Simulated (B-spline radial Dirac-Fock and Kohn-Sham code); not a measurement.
Z = 23 (vanadium), transition energy 37.6 keV. Model: a Dirac-Hartree-Slater potential of the neutral atom with a Latter tail (no hole, which puts coefficients of high multipoles low close above an edge), finite nucleus with surface currents. Program: an atomic code on a B-spline grid. Subshells that would emit electrons below 1 keV are left out.

**Question.** A pure transition shows α(K) = 0.582, L1/L2 = 22.9 and L1/L3 = 12.5. What is its multipolarity?
A. E4
B. M3
C. M2
D. E3
E. M4
F. E1
G. E2
H. M1

**Answer.** F. For comparison, α(K), L1/L2, L1/L3 are E2 14.4, 4.69, 2.74; E3 293, 1.19, 0.716; E4 5760, 0.419, 0.256; M1 0.290, 23.7, 52.6; M2 7.31, 12.3, 9.90; M3 166, 7.57, 2.78; M4 3730, 5.27, 1.29.

Values without a named source are computed, but for edge energies of neutral atoms, which are taken from tables.
